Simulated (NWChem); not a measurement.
System: C4H5F; SMILES C(C)=C=CF

Here is an NWChem input.

```
start job
memory heap 200 mb stack 900 mb global 1100 mb
geometry units angstroms noautoz
  C     -0.492812     2.274142    -0.168047
  C      0.398229     1.186829     0.378859
  C      0.367996    -0.071045     0.014729
  C      0.360133    -1.316408    -0.375748
  F     -0.411581    -2.269949     0.208663
  H     -1.187406     1.883648    -0.916102
  H      0.108062     3.069857    -0.627429
  H     -1.072614     2.737846     0.640453
  H      1.118758     1.493719     1.141241
  H      0.956206    -1.717647    -1.190301
end
basis spherical
  * library def2-tzvp
end
dft
  xc b3lyp
  iterations 150
  semidirect filesize 400000000
  mulliken
end
task dft energy
```

Output (shortened):

```
             Northwest Computational Chemistry Package (NWChem) 7.3.0
             --------------------------------------------------------

 C1  symmetry detected

                             Geometry "geometry" -> ""
                             -------------------------

 Output coordinates in angstroms (scale by  1.889725989 to convert to a.u.)

  No.       Tag          Charge          X              Y              Z
 ---- ---------------- ---------- -------------- -------------- --------------
    1 C                    6.0000    -0.48522467     2.29021901    -0.15989383
    2 C                    6.0000     0.40807802     1.19834752     0.37408815
    3 C                    6.0000     0.36736071    -0.05899793     0.00915499
    4 C                    6.0000     0.34871853    -1.30390548    -0.38240698
    5 F                    9.0000    -0.41947190    -2.25458098     0.21124167
    6 H                    1.0000    -1.19141818     1.90362692    -0.89906225
    7 H                    1.0000     0.11308806     3.08370683    -0.62641576
    8 H                    1.0000    -1.05217209     2.75567839     0.65667349
    9 H                    1.0000     1.14001734     1.50120514     1.12715649
   10 H                    1.0000     0.93213643    -1.70696726    -1.20518101

 Effective nuclear repulsion energy (a.u.)     149.2171105857

                                 NWChem DFT Module
                                 -----------------

 Summary of "ao basis" -> "ao basis" (spherical)
 ------------------------------------------------------------------------------
       Tag                 Description            Shells   Functions and Types
 ---------------- ------------------------------  ------  ---------------------
 C                         def2-tzvp                11       31   5s3p2d1f
 F                         def2-tzvp                11       31   5s3p2d1f
 H                         def2-tzvp                 4        6   3s1p

            General Information
            -------------------
          SCF calculation type: DFT
          Wavefunction type:  closed shell.
          No. of atoms     :    10
          No. of electrons :    38
           Alpha electrons :    19
            Beta electrons :    19
          Charge           :     0
          Spin multiplicity:     1
          Use of symmetry is: off; symmetry adaption is: off
          Maximum number of iterations: 150
          AO basis - number of functions:   185
                     number of shells:    75
          Convergence on energy requested:  1.00D-06
          Convergence on density requested:  1.00D-05
          Convergence on gradient requested:  5.00D-04

              XC Information
              --------------
                         B3LYP Method XC Potential
                     Hartree-Fock (Exact) Exchange  0.200
                        Slater Exchange Functional  0.800 local
                    Becke 1988 Exchange Functional  0.720 non-local
              Lee-Yang-Parr Correlation Functional  0.810
                  VWN I RPA Correlation Functional  0.190 local

             Grid Information
             ----------------
          Grid used for XC integration:  medium
          Radial quadrature: Mura-Knowles
          Angular quadrature: Lebedev.
          Tag              B.-S. Rad. Rad. Pts. Rad. Cut. Ang. Pts.
          ---              ---------- --------- --------- ---------
          C                   0.70       49          12.0       434
          F                   0.50       49          13.0       434
          H                   0.35       45          13.0       434
          Grid pruning is: on
          Number of quadrature shells:   470
          Spatial weights used:  Erf1

      Superposition of Atomic Density Guess
      -------------------------------------

 Sum of atomic energies:        -252.60243718

      Non-variational initial energy
      ------------------------------

 Total energy =    -255.237201
 1-e energy   =    -638.901196
 2-e energy   =     234.446884
 HOMO         =      -0.279737
 LUMO         =      -0.017759

------------------------------------------------------------
EAF file 0: "./job.aoints.0" size=593494016 bytes
------------------------------------------------------------
               write      read    awrite     aread      wait
               -----      ----    ------     -----      ----
     calls:     1132         0         0         0         0
   data(b): 5.93e+08  0.00e+00  0.00e+00  0.00e+00
   time(s): 0.00e+00  0.00e+00  0.00e+00  0.00e+00  0.00e+00
rate(mb/s): 0.00e+00  0.00e+00
------------------------------------------------------------

     ---------------------------------------------
      Total Density - Mulliken Population Analysis
     ---------------------------------------------

    Atom       Charge   Shell Charges
 -----------   ------   -------------------------------------------------------
    1 C    6     6.47   0.86  1.12  0.55  0.66  0.12  1.25  1.41  0.43  0.01  0.04  0.00
    2 C    6     6.10   0.86  1.12  0.56  0.59  0.12  1.16  1.27  0.33  0.02  0.07  0.01
    3 C    6     6.12   0.86  1.12  0.60  0.49  0.08  1.25  1.34  0.31  0.01  0.04  0.02
    4 C    6     5.79   0.86  1.12  0.53  0.61  0.15  1.03  1.07  0.30  0.03  0.08  0.01
    5 F    9     9.35   0.77  1.20  0.61  1.00  0.31  2.31  2.30  0.83  0.00  0.01  0.00
    6 H    1     0.84   0.24  0.45  0.13  0.02
    7 H    1     0.82   0.24  0.44  0.12  0.02
    8 H    1     0.82   0.24  0.44  0.13  0.02
    9 H    1     0.84   0.24  0.45  0.13  0.02
   10 H    1     0.85   0.24  0.45  0.15  0.02

   convergence    iter        energy       DeltaE   RMS-Dens  Diis-err
 ---------------- ----- ----------------- --------- --------- ---------
 d= 0,ls=0.0,diis     1   -255.2349911140 -4.04D+02  7.67D-03  8.95D-01
 d= 0,ls=0.0,diis     2   -255.2419963347 -7.01D-03  4.22D-03  7.85D-01
 d= 0,ls=0.0,diis     3   -255.3019799412 -6.00D-02  1.17D-03  1.32D-01
 d= 0,ls=0.0,diis     4   -255.3129435474 -1.10D-02  2.44D-04  3.15D-03
 d= 0,ls=0.0,diis     5   -255.3132395073 -2.96D-04  1.07D-04  9.57D-04
  Resetting Diis
 d= 0,ls=0.0,diis     6   -255.3133526540 -1.13D-04  5.39D-05  6.01D-05
 d= 0,ls=0.0,diis     7   -255.3133595598 -6.91D-06  1.83D-05  1.82D-06
 d= 0,ls=0.0,diis     8   -255.3133591858  3.74D-07  9.89D-06  4.72D-06

         Total DFT energy =     -255.313359185755
      One electron energy =     -642.902837547237
           Coulomb energy =      272.365681472205
    Exchange-Corr. energy =      -33.993313696415
 Nuclear repulsion energy =      149.217110585692

 Numeric. integr. density =       37.999998705093

                       DFT Final Molecular Orbital Analysis
                       ------------------------------------

 Vector   17  Occ=2.000000D+00  E=-3.833249D-01
              MO Center= -1.4D-01, -9.2D-01, -6.7D-02, r^2= 4.4D+00
   Bfn.  Coefficient  Atom+Function         Bfn.  Coefficient  Atom+Function
  ----- ------------  ---------------      ----- ------------  ---------------
   132      0.258974   5 F  pz              131      0.239847   5 F  py
    98      0.237269   4 C  s               135      0.207121   5 F  pz
   134      0.192578   5 F  py               75      0.188757   3 C  py
    69      0.153219   3 C  py               72      0.147833   3 C  py
   138      0.143921   5 F  pz              181      0.144266  10 H  s

 Vector   18  Occ=2.000000D+00  E=-2.825859D-01
              MO Center=  3.0D-01,  6.0D-01,  1.2D-01, r^2= 2.4D+00
   Bfn.  Coefficient  Atom+Function         Bfn.  Coefficient  Atom+Function
  ----- ------------  ---------------      ----- ------------  ---------------
    70      0.213770   3 C  pz               39      0.198106   2 C  pz
    68     -0.194702   3 C  px               37     -0.182923   2 C  px
    73      0.179848   3 C  pz               42      0.164259   2 C  pz
    71     -0.164518   3 C  px               40     -0.151576   2 C  px
    45      0.122123   2 C  pz               43     -0.105497   2 C  px

 Vector   19  Occ=2.000000D+00  E=-2.620806D-01
              MO Center=  2.7D-01, -6.2D-01, -9.0D-02, r^2= 2.4D+00
   Bfn.  Coefficient  Atom+Function         Bfn.  Coefficient  Atom+Function
  ----- ------------  ---------------      ----- ------------  ---------------
    99      0.211465   4 C  px               68      0.206170   3 C  px
   102      0.183707   4 C  px              101      0.178655   4 C  pz
    70      0.175398   3 C  pz               71      0.173476   3 C  px
   130     -0.158656   5 F  px              104      0.154034   4 C  pz
    73      0.146771   3 C  pz              132     -0.133903   5 F  pz

 Vector   20  Occ=0.000000D+00  E=-2.357964D-02
              MO Center=  3.1D-01,  2.5D-01,  9.9D-02, r^2= 3.5D+00
   Bfn.  Coefficient  Atom+Function         Bfn.  Coefficient  Atom+Function
  ----- ------------  ---------------      ----- ------------  ---------------
    43      0.385591   2 C  px               45     -0.381131   2 C  pz
    67      0.361468   3 C  s                76      0.335840   3 C  pz
    74     -0.291129   3 C  px              129     -0.258494   5 F  s
   182      0.253715  10 H  s                36     -0.231858   2 C  s
    39     -0.223166   2 C  pz              106     -0.221424   4 C  py

 Vector   21  Occ=0.000000D+00  E= 4.758060D-03
              MO Center=  3.2D-01,  1.8D-01, -7.6D-03, r^2= 5.2D+00
   Bfn.  Coefficient  Atom+Function         Bfn.  Coefficient  Atom+Function
  ----- ------------  ---------------      ----- ------------  ---------------
     5      2.216209   1 C  s               176     -0.860646   9 H  s
   164     -0.695764   7 H  s               170     -0.647233   8 H  s
   158     -0.513533   6 H  s                43      0.456214   2 C  px
    75     -0.425460   3 C  py               44     -0.406196   2 C  py
   105     -0.353339   4 C  px               67     -0.344659   3 C  s

[...]
```

Level: B3LYP/def2-TZVP. The geometry was optimised at B3LYP/6-31G* (spherical d).
